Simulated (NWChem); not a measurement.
## Correlation energy of C₂H₄N

```
C
H 1 1.1006
H 1 1.1006 2 106.93
H 1 1.1057 2 109.03 3 -117.74
N 1 1.4392 2 109.30 3 118.20
C 5 1.2188 1 131.57 2 121.64
H 6 1.1129 5 131.86 1 0.00
```
Charge 0, spin multiplicity 2.

Everything below was run with NWChem. The geometry was optimised at UPBE0/def2-SVP, a minimum by its harmonic frequencies.

Basis set: 3-21G. Each correlation energy counts from its own Hartree-Fock reference.

The correlated methods keep 3 core orbitals frozen. The structure started from a generated list of species. The unpaired electrons of the parent sit in orbitals of symmetry a' (Cs labels of the run); other states weren't searched. The stability of the SCF solutions was not checked. Open-shell Hartree-Fock references start from PBE0 orbitals. Coupled-cluster values serve here as a point of comparison, not as the truth.

Question: Order these methods by the correlation energy they give, lowest first: CCSD on ROHF, SCS-UMP2, CCSD[T] on ROHF, CCSD(T) on UHF, CCSD on UHF, CCSD(T) on ROHF.

Answer: CCSD[T] on ROHF (-319.2 mHa), CCSD(T) on ROHF (-317.5 mHa), CCSD(T) on UHF (-312.0 mHa), CCSD on ROHF (-307.4 mHa), CCSD on UHF (-302.7 mHa), SCS-UMP2 (-265.5 mHa)
